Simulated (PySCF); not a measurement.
From one molecule to another.

First species: C7H4F4O2.
Numbering: `[F:1][C:2]1=[CH:3][C@@H:4]2[O:5][C@H:6]1[CH:7]=[C:8]2[O:9][C:10]([F:11])([F:12])[F:13]` (hydrogens: H14 on C3; H15 on C4; H16 on C6; H17 on C7)

Second species: Phenylvinylnitrile, C9H7N.
Geometry (GFN2-xTB, Å), atoms numbered from 1 in this order:
```xyz
17
C9H7N angstrom
N      4.9456    0.3485    0.0709
C      3.8364    0.0841    0.2057
C      2.4848   -0.2510    0.3796
C      1.5023    0.4264   -0.2345
C      0.0798    0.1687   -0.1287
C     -0.4565   -0.8561    0.6561
C     -1.8216   -1.0540    0.7174
C     -2.6810   -0.2382   -0.0019
C     -2.1654    0.7822   -0.7846
C     -0.8008    0.9841   -0.8464
H      2.2996   -1.0872    1.0399
H      1.7766    1.2527   -0.8804
H      0.1947   -1.5036    1.2232
H     -2.2208   -1.8496    1.3294
H     -3.7477   -0.3981    0.0485
H     -2.8303    1.4210   -1.3470
H     -0.4028    1.7821   -1.4569
```

Levels: PBE0/pcSseg-1 for dipole moment, HOMO energy, LUMO energy and HOMO–LUMO gap; GFN2-xTB for rotational constant A and rotational constant C. Geometries: GFN2-xTB. Each species is one conformer at its optimised geometry, gas phase, non-relativistic unless stated; the electronic structure was computed with PySCF and density fitting.

Dipoles, sizes and rotational constants follow the conformer. The torsions of the flexible species, by atom-mapped SMILES:
- `[F:1][C:2]1=[CH:3][C@@H:4]2[O:5][C@H:6]1[CH:7]=[C:8]2[O:9][C:10]([F:11])([F:12])[F:13]`: C7–C8–O9–C10 -2°, C8–O9–C10–F11 180°
- `[N:1]#[C:2]/[CH:3]=[CH:4]/[c:5]1[cH:6][cH:7][cH:8][cH:9][cH:10]1`: C3–C4–C5–C6 0°

(1) Which of the two has the higher dipole moment, and by how much?

(2) Which of the two has the higher LUMO energy, and by how much?

(3) Which has the higher rotational constant C?

(4) Which has the higher rotational constant A?

(5) Which of the two has the higher HOMO–LUMO gap, and by how much?

(6) Which has the higher HOMO energy?

Results:

(1) The second: 5.36 D against 0.66 D, a difference of 4.70 D.

(2) The first: -1.00 eV against -2.25 eV, a difference of 1.25 eV.

(3) The second: 0.551 GHz against 0.451 GHz, a difference of 0.100 GHz.

(4) The second: 5.178 GHz against 1.836 GHz, a difference of 3.342 GHz.

(5) The first: 5.84 eV against 4.93 eV, a difference of 0.91 eV.

(6) The first: -6.84 eV against -7.18 eV, a difference of 0.34 eV.

On the first: In atomic units the dipole is 0.26 e·bohr (1 au = 2.5417 D). A dipole of 0.66 D is allowed in C1, and pure rotational transitions are dipole-allowed.

On the second: The dipole equals about 17.9 × 10⁻³⁰ C·m (1 D = 3.33564 × 10⁻³⁰ C·m).
